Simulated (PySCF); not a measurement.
## MCu anions for M along the halogens

PBE0 with triple-zeta basis sets in PySCF, for the lowest determinant that a PBE0 search found; no spin–orbit coupling. De refers to high-spin ground-configuration atoms (the charge goes to the atom of lower measured ionisation energy or higher electron affinity, which is not always the lowest computed limit). A positive dipole points towards Cu; it is taken about the centre of mass and depends on that origin.

```csv
M,basis,charged atom,state (unpaired electrons),Re (Å),ωe (cm⁻¹),De (eV),μ (D)
F,def2-TZVPPD,F−,doublet (σ ↑),1.857,453,1.95,0.27
Br,def2-TZVPPD,Br−,doublet (σ ↑),2.355,206,1.25,-1.76
```

The row for M = Cl is missing. Estimate Re, ωe and De as the mean of the rows for F and Br, and compare with the calculation.

The means are 2.106 Å, 330 cm⁻¹ and 1.60 eV. PBE0 in def2-TZVPPD gives CuCl⁻ as a doublet (σ ↑) with Re = 2.207 Å, ωe = 282 cm⁻¹, De = 1.40 eV, so the estimate is off by -10.1 pm, +17 % and +0.20 eV.

Spin–orbit coupling is left out. For an ion De counts to the pair picked by the measured ionisation energies or electron affinities, which need not be the lowest pair at this level. The highest Kohn–Sham level is positive in some of these anions. Much of that is self-interaction error, but it also means that the finite basis helps to hold the extra electron. The state is the lowest single determinant that the PBE0 search found; with open d or f shells the true ground state can be another one.
